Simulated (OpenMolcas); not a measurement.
Co3+ in a point-charge field

Co3+ among 3 point charges of -0.75 e arranged as a planar triangle (D3h), 2.04 Å from the ion.
```
   2.0400    0.0000    0.0000  -0.75
  -1.0200    1.7667    0.0000  -0.75
  -1.0200   -1.7667    0.0000  -0.75
```

```json
{
 "Program": "OpenMolcas 26.06",
 "Method": "SS-CASPT2, IPEA 0.25 Eh, imaginary shift 0.1 Eh (closed shells correlated: 3s 3p)",
 "Basis": "ANO-RCC-VDZP [5s4p2d1f]",
 "Scalar Hamiltonian": "DKH2, point nucleus",
 "Active space": "6 electrons in 5 orbitals (3d)",
 "State averaging": "2S+1 = 5 even, 5 roots; 2S+1 = 3 even, 45 roots; 2S+1 = 1 even, 50 roots",
 "Spin-orbit coupling": "RASSI with atomic mean-field integrals over the reference wave functions"
}
```

The lowest spin-free states (labels of D3, the rotations of D3h), above the lowest:

| State | Degeneracy | E (cm-1) | Free-ion L (%) |
| --- | --- | --- | --- |
| 5A1 | 1 | 0 | D (100) |
| 5E | 2 | 450 | D (100) |
| 5E | 2 | 3140 | D (100) |
| 3A2 | 1 | 24890 | P (77) |
| 3E | 2 | 24900 | P (75) |
| 3E | 2 | 24920 | H (100) |
| 3E | 2 | 25500 | H (97) |
| 2S+1 = 3 | 2 | 25600 | H (95) |
| 3E | 2 | 25710 | H (96) |
| 3E | 2 | 26000 | H (97) |
| 3A2 | 1 | 26120 | H (96) |
| 3E | 2 | 27100 | F (94) |
| 3A2 | 1 | 27160 | F (74) |
| 3E | 2 | 27210 | F (70) |
| 3A2 | 1 | 27260 | F (99) |
| 3A1 | 1 | 27260 | F (99) |
| 3A1 | 1 | 31270 | G (98) |
| 3E | 2 | 31380 | G (94) |
| 3E | 2 | 31470 | G (92) |
| 3A2 | 1 | 31810 | G (95) |

The lowest levels with spin-orbit coupling:

```
E (cm-1)  Degeneracy  Label  2S+1                g
       0           1     A1     5                 
      37           2      E     5   0.00 0.00 3.66
     160           2      E     5   0.00 0.00 7.27
     540           2            5   0.00 0.00 9.98
     970           2      E     5   0.00 0.00 6.70
    1020           2      E     5   0.00 0.00 3.30
    1030           1     A2     5                 
    1420           2      E     5   0.00 0.00 5.02
    1430           1     A1     5                 
    2930           2      E     5  0.00 0.00 12.00
    3310           2            5   0.00 0.00 8.03
    3640           2      E     5   0.00 0.00 4.04
    3940           2      E     5   0.00 0.00 0.03
    4230           1     A2     5                 
    4230           1     A1     5                 
   24530           1     A1     3                 
   24540           2      E     3   0.00 0.00 2.97
   24590           2      E     3   0.00 0.00 5.98
   25050           2            3  0.00 0.00 14.00
   25230           2      E     3  0.00 0.00 10.33
```

Powder χT (cm3 K/mol): 0.407 at 2 K, 2.01 at 10 K, 4.58 at 50 K, 4.95 at 100 K, 5.12 at 200 K, 5.16 at 300 K. The effective moment at 300 K is 2.828 √(χT) = 6.42 μB.

The lowest level has 2S+1 = 5, for which the spin-only value is χT = S(S+1) / 2 = 3.000 cm3 K/mol (g = 2). The computed 5.159 at 300 K differs by +2.159, through orbital momentum, spin-orbit coupling and any other state in reach.

Roots that are degenerate in the reference are averaged as groups; the widest CASPT2 spread within a group is 39 cm-1 (the 2-fold group of multiplicity 1 near 99500 cm-1 above the lowest state of its run). Shifts and gaps below about the spread of the groups concerned are not significant. Spin-orbit coupling mixes the spin-free states strongly: the lowest level takes only 70 % from its leading state, 5A1. Point charges give a weaker field than real ligands, and real ions of this kind are often low spin; the high spin found here belongs to the model. The ground term spreads over less than 5000 cm-1, several times less than with real ligands, so orbital moments are less quenched and χT lies further from the spin-only value than at real sites. Free-ion shares, where given, are those of the reference states; single-state CASPT2 does not remix them. Point charges carry no covalency, so the field is a model and not that of real ligands. An unlabelled pair can be two single states that coincide in this model. No measured value stands beside these numbers.

A state without a sure symmetry label is named by its multiplicity alone. With an even number of electrons the g values are those of a degenerate or nearly degenerate non-Kramers pair.
